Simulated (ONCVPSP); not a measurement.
# osmium (Os): excitation energies, all-electron against ONCV

* Element: Os (Z = 76)
* Generator: ONCVPSP 4.0.1
* Type: optimised norm-conserving Vanderbilt (ONCV)
* Functional: PBEsol
* Relativity: fully relativistic
* Frozen core: [Xe]
* Valence charge: 22
* Reference configuration: 4f13 5d7 6s2
* Partial waves: 6s: rc 2.35 bohr, ncon 3, nbas 6, qcut 2.6 1/bohr, 2 projectors, debl 0.5 Ha; p scattering state at 0.12 Ha: rc 2.40 bohr, ncon 3, nbas 7, qcut 2.9 1/bohr, 2 projectors, debl 0.3 Ha; 5d: rc 1.70 bohr, ncon 4, nbas 8, qcut 6.7 1/bohr, 2 projectors, debl 2.5 Ha; 4f: rc 0.60 bohr, ncon 4, nbas 9, qcut 32.3 1/bohr, 2 projectors, debl 0.3 Ha
* Local potential: polynomial inside 0.60 bohr (lpopt 5, dvloc0 0 Ha)
* Core correction: Teter function fitted to the true core (icmod 2), fcfact 0.55

Open shells are filled in proportion to 2j + 1.

In the f channel the program set the typed energies aside and used -2.227, 0.250 Ha (j = l + 1/2; the other j can differ).

Energies are relative to the spin-unpolarised reference configuration 4f13 5d7 6s2; without spin polarisation the order of configurations can differ from experiment.

```
valence configuration  charge  ΔE all-electron (eV)  error AE − PS (meV)
         4f14 5d6 6s2       0               -49.993                -1211
         4f13 5d6 6s2      +1                12.350                  -38
```

What are ΔE and the potential's error for 4f14 5d6 6s1?

ΔE = -40.363 eV all-electron; the error (AE − PS) is -1399 meV.

What are ΔE and the potential's error for 4f14 5d6 6s0?

ΔE = -23.418 eV all-electron; the error (AE − PS) is -1638 meV.

Note: ghosts flagged at negative energy: s at -1117.4 eV, s at -269.7 eV, p3/2 at -560.1 eV, p3/2 at -25.0 eV, p1/2 at -665.5 eV and 1 more (a further GHOST(-) flag falls on a real empty level of the atom); GHOST(+) flagged for d5/2 at 156.8 eV, d3/2 at 180.0 eV. A true bound ghost makes a file unfit for plane-wave use.
